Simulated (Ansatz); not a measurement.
Geometry optimisation, RKS PBE-D4/6-31G* (Ansatz 0.2.0).

input.yaml

```yaml
crystal:
  periodic: [false, false, false]
  atoms:
    - { symbol: B, position_ang: [0.02007, 0.626361, -0.152766] }
    - { symbol: O, position_ang: [-0.316899, -0.445501, 2.197407] }
    - { symbol: H, position_ang: [-1.28559, -0.547944, 2.098893] }
    - { symbol: H, position_ang: [1.073348, 0.070883, -0.309462] }
    - { symbol: C, position_ang: [-1.334966, 0.097393, -0.744119] }
    - { symbol: H, position_ang: [-1.457606, -0.986247, -0.567982] }
    - { symbol: H, position_ang: [-2.24295, 0.625041, -0.400349] }
    - { symbol: H, position_ang: [-1.290125, 0.221278, -1.846204] }
    - { symbol: S, position_ang: [0.068389, 2.373648, 0.51306] }
    - { symbol: H, position_ang: [1.404734, 2.45734, 0.741585] }
    - { symbol: H, position_ang: [-0.220706, 0.536049, 2.329937] }
basis:
  gaussian: { orbitals: "6-31G*" }
hamiltonian:
  xc: pbe
  dispersion: d4
relax:
  f_tol: 0.03
  max_steps: 50
```

Command:

```bash
$ ansatz run input.yaml --threads 1 --pin off --max-ram 2048MiB --backend cpu --events-out ev --progress --plain --runs-dir out
```

Q: Where does it end, and by what steps?

A: It converged. The force dipped under the threshold on the way, but the program's further checks kept it going. After 9 steps the energy has fallen by 0.192 eV; O2 moved furthest, 0.48 Å. Joined: B1–O2 (2.60 → 1.79 Å).

| step | energy less start (eV) | largest force component (eV/Å) | accepted |
| --- | --- | --- | --- |
| 0 | 0.0000 | 0.638 | yes |
| 1 | -0.0006 | 1.523 | yes |
| 2 | -0.0721 | 1.085 | yes |
| 3 | -0.1395 | 0.758 | yes |
| 4 | -0.1756 | 0.269 | yes |
| 5 | -0.1877 | 0.107 | yes |
| 6 | -0.1907 | 0.089 | yes |
| 7 | -0.1914 | 0.040 | yes |
| 8 | -0.1917 | 0.021 | yes |
| 9 | -0.1919 | 0.030 | yes |

```xyz
11
Properties=species:S:1:pos:R:3
B -0.024 0.469 0.146
O -0.266 -0.203 1.783
H -1.210 -0.483 1.806
H 1.033 -0.026 -0.157
C -1.343 0.043 -0.646
H -1.487 -1.054 -0.665
H -2.275 0.505 -0.263
H -1.253 0.361 -1.700
S 0.074 2.333 0.533
H 1.413 2.420 0.752
H -0.244 0.663 2.270
```

Whether the end is a true minimum wasn't checked by a vibrational analysis.

The run took 33 s on 1 thread of Arm Neoverse V1, with other jobs on the host, peak memory 0.14 GiB.
